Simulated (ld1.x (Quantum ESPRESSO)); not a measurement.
# Which setting gave this result? (selenium, ultrasoft)

Base potential:

```
Element                 : selenium
Generator               : ld1.x (Quantum ESPRESSO) 7.5
Type                    : ultrasoft
Functional              : PBE
Relativity              : fully relativistic
Frozen core             : [Ar]
Valence charge          : 16
Reference configuration : 3d10 4s2 4p4
Partial waves           : 4s (bound): rcut 1.15, rcutus 1.30 bohr; 4s channel at 2.65 Ry: rcut 1.15, rcutus 1.30 bohr; 4p (bound): rcut 1.90, rcutus 2.10 bohr; 4p channel at 0.05 Ry: rcut 1.90, rcutus 2.10 bohr; 3d (bound): rcut 1.05, rcutus 1.15 bohr; 3d channel at -2.75 Ry: rcut 1.05, rcutus 1.15 bohr
Local potential         : all-electron potential smoothed inside 2.00 bohr (lloc = -1)
Core correction         : a·sin(br)/r model core inside 0.90 bohr
Augmentation charge     : PSQ, radius 1.20 bohr
```

Open shells are filled in proportion to 2j + 1 (rel_dist='average').

Cutoffs, loose and tight: the cutoffs (Ry, on a coarse ladder) from which the occupation-weighted sum of valence levels, in a spherical-Bessel basis at the reference potential, stays within 10 and 1 mRy of its value at 400 Ry. They do not see the model core or the augmentation charge, which bear on the density cutoff. Test errors are all-electron minus pseudo excitation energies from the reference, over the configurations 3d10 4s2 4p3; 3d10 4s2 4p2; 3d10 4s2 4p1; 3d10 4s0 4p6; 3d9 4s2 4p4; 3d10 4s2 4p0; 3d10 4s1 4p4; variants that change the core or the reference have their own tests.

Only the d radius is moved:

| d radius (bohr) | cutoff, loose | cutoff, tight | bound ghosts | largest test error (meV) |
| --- | --- | --- | --- | --- |
| 0.78 | 300 Ry | over 300 Ry | s | -7.0 over the solved tests; 2 of 7 tests not solved or not reliable |
| 0.92 | 200 Ry | 300 Ry | s | -6.6 over the solved tests; 2 of 7 tests not solved or not reliable |
| 1.06 | 140 Ry | 230 Ry | s | -5.8 over the solved tests; test run stopped at test 5 of 7 (negative rho) |
| 1.14 | 120 Ry | 200 Ry | s | -5.3 over the solved tests; test run stopped at test 5 of 7 (negative rho) |
| 1.32 | 70 Ry | 140 Ry | s | 6 of 7 tests not solved or not reliable |
| 1.44 | 55 Ry | 90 Ry | s | -4.6 over the solved tests; 3 of 7 tests not solved or not reliable |
| 1.72 | 35 Ry | 60 Ry | s | -0.3 over the solved tests; 4 of 7 tests not solved or not reliable |

Problem. One more run gave cutoff, loose: 45 Ry; cutoff, tight: 70 Ry; bound ghosts: s; largest test error (meV): -3.8 over the solved tests; 3 of 7 tests not solved or not reliable. Which value of the d radius was used?

Solution. 1.62 bohr. The loose cutoff moves one way along this sweep, from 300 Ry at 0.78 to 35 Ry at 1.72 bohr, which places the run between 1.44 and 1.72 bohr.
